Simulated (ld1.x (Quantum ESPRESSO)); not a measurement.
## What the settings do to the TM potential of zinc (Zn)

Base potential:

Zn, norm-conserving Troullier–Martins (Kleinman–Bylander form), made with ld1.x (Quantum ESPRESSO) 7.5 (PBE, fully relativistic). Core [Ne], reference 3s2 3p6 3d9 4s0 4p0 (charge +3). Waves: 3s (bound): rc 1.20 bohr; 3d (bound): rc 0.70 bohr; 3p (bound): rc 1.05 bohr. Local part: the p channel. Core correction: none.

Open shells are filled in proportion to 2j + 1 (rel_dist='average').

All-electron outer shells of the reference configuration (PBE, scalar-relativistic, ld1.x):

| shell | level (eV) | outermost node (bohr) | outermost maximum (bohr) |
| --- | --- | --- | --- |
| 2p | -1046.60 | – | 0.15 |
| 3s | -171.08 | 0.28 | 0.59 |
| 3p | -125.06 | 0.25 | 0.59 |
| 3d | -50.72 | – | 0.56 |
| 4s | -35.56 | 0.83 | 1.77 |
| 4p | -26.64 | 0.89 | 2.04 |

Cutoffs, loose and tight: the cutoffs (Ry, on a coarse ladder) from which the occupation-weighted sum of valence levels, in a spherical-Bessel basis at the reference potential, stays within 10 and 1 mRy of its value at 400 Ry. They do not see the model core or the augmentation charge, which bear on the density cutoff. Test errors are all-electron minus pseudo excitation energies from the reference, over the configurations 3s2 3p6 3d10 4s2 4p0; 3s2 3p6 3d10 4s1 4p0; 3s2 3p6 3d10 4s0 4p0; 3s2 3p6 3d10 4s0 4p2; 3s2 3p6 3d9 4s2 4p1; 3s2 3p6 3d10 4s0 4p1; 3s2 3p6 3d8 4s0 4p0. A dash means not determined; rows that change the core or the reference have their own tests.

Cutoffs are not given where the Bessel-basis levels miss the radial ones by over 6 mRy, ghosts where they miss by over 20 mRy; a channel whose overlap is not positive is not tested.

| change | outcome | bound ghosts | largest test error (meV) |
| --- | --- | --- | --- |
| base | generated, misses its reference levels by 2.09 eV | not determined | +1825 |
| core correction a·sin(br)/r model core inside 0.36 bohr | generated, misses its reference levels by 2.09 eV | not determined | +1813 |
| core correction a·sin(br)/r model core inside 0.50 bohr | generated, misses its reference levels by 2.09 eV | not determined | +1819 |
| core correction a·sin(br)/r model core inside 0.58 bohr | generated, misses its reference levels by 2.09 eV | not determined | +1823 |
| core correction a·sin(br)/r model core inside 0.70 bohr | generated, misses its reference levels by 2.09 eV | not determined | +1825 |
| core correction a·sin(br)/r model core inside 0.82 bohr | generated, misses its reference levels by 2.09 eV | not determined | +1825 |
